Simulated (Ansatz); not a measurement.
Program: Ansatz. Geometries: PBE0-D4/def2-TZVP. ΔE: electronic, gas phase. CCSD(T)/CBS is the MP2 limit (def2-TZVPP, def2-QZVPP) plus CCSD(T) − MP2 in def2-TZVPP, frozen cores. Functionals use def2-TZVPP. B3LYP here is the variant with VWN-RPA as its local correlation; programs differ in this. Each species was taken in one conformer, which may not be the lowest.

Consider the ligand exchange at the Si–C bond: `FC([SiH3])[SiH2]Cl` + `N[Si](O)(O)F` → `O[Si](O)(F)N[SiH2]Cl` + `FC[SiH3]`.

```json
{"level": "PBE-D4", "ΔE (kJ/mol)": "-70.9", "difference from CCSD(T)/CBS": "8.9"}
{"level": "r2SCAN-D4", "ΔE (kJ/mol)": "-77.9", "difference from CCSD(T)/CBS": "1.9"}
{"level": "PBE0-D4", "ΔE (kJ/mol)": "-76.0", "difference from CCSD(T)/CBS": "3.8"}
{"level": "B3LYP-D4", "ΔE (kJ/mol)": "-81.2", "difference from CCSD(T)/CBS": "-1.4"}
{"level": "ωB97X-V", "ΔE (kJ/mol)": "-79.1", "difference from CCSD(T)/CBS": "0.7"}
{"level": "ωB97M-V", "ΔE (kJ/mol)": "-79.1", "difference from CCSD(T)/CBS": "0.7"}
{"level": "B2PLYP", "ΔE (kJ/mol)": "-81.4", "difference from CCSD(T)/CBS": "-1.6"}
{"level": "PBE", "ΔE (kJ/mol)": "-69.5", "difference from CCSD(T)/CBS": "10.3"}
{"level": "r2SCAN", "ΔE (kJ/mol)": "-77.3", "difference from CCSD(T)/CBS": "2.5"}
{"level": "PBE0", "ΔE (kJ/mol)": "-74.6", "difference from CCSD(T)/CBS": "5.2"}
{"level": "B3LYP", "ΔE (kJ/mol)": "-79.2", "difference from CCSD(T)/CBS": "0.6"}
{"level": "HF/def2-TZVPP", "ΔE (kJ/mol)": "-93.6", "difference from CCSD(T)/CBS": "-13.8"}
{"level": "MP2/def2-TZVPP", "ΔE (kJ/mol)": "-83.3", "difference from CCSD(T)/CBS": "-3.5"}
{"level": "SCS-MP2/def2-TZVPP", "ΔE (kJ/mol)": "-84.8", "difference from CCSD(T)/CBS": "-5.0"}
{"level": "CCSD/def2-TZVPP", "ΔE (kJ/mol)": "-82.9", "difference from CCSD(T)/CBS": "-3.1"}
{"level": "CCSD(T)/def2-TZVPP", "ΔE (kJ/mol)": "-81.2", "difference from CCSD(T)/CBS": "-1.4"}
{"level": "HF/def2-QZVPP", "ΔE (kJ/mol)": "-94.6", "difference from CCSD(T)/CBS": "-14.8"}
{"level": "MP2/def2-QZVPP", "ΔE (kJ/mol)": "-82.8", "difference from CCSD(T)/CBS": "-3.0"}
{"level": "SCS-MP2/def2-QZVPP", "ΔE (kJ/mol)": "-84.4", "difference from CCSD(T)/CBS": "-4.6"}
{"level": "HF/CBS(def2)", "ΔE (kJ/mol)": "-94.7", "difference from CCSD(T)/CBS": "-14.9"}
{"level": "MP2/CBS(def2)", "ΔE (kJ/mol)": "-81.9", "difference from CCSD(T)/CBS": "-2.1"}
{"level": "CCSD/CBS(def2)", "ΔE (kJ/mol)": "-81.5", "difference from CCSD(T)/CBS": "-1.7"}
{"level": "CCSD(T)/CBS", "ΔE (kJ/mol)": "-79.8", "difference from CCSD(T)/CBS": "0"}
```

Largest T1 diagnostic among the species: 0.011.

From PBE to PBE0 (25 % exact exchange), in def2-TZVPP and without D4, ΔE moves by −5.1 kJ/mol. In def2-TZVPP, CCSD(T) changes the Hartree–Fock value by +12.4 kJ/mol (the triples alone add +1.6 kJ/mol) and MP2 by +10.4 kJ/mol.
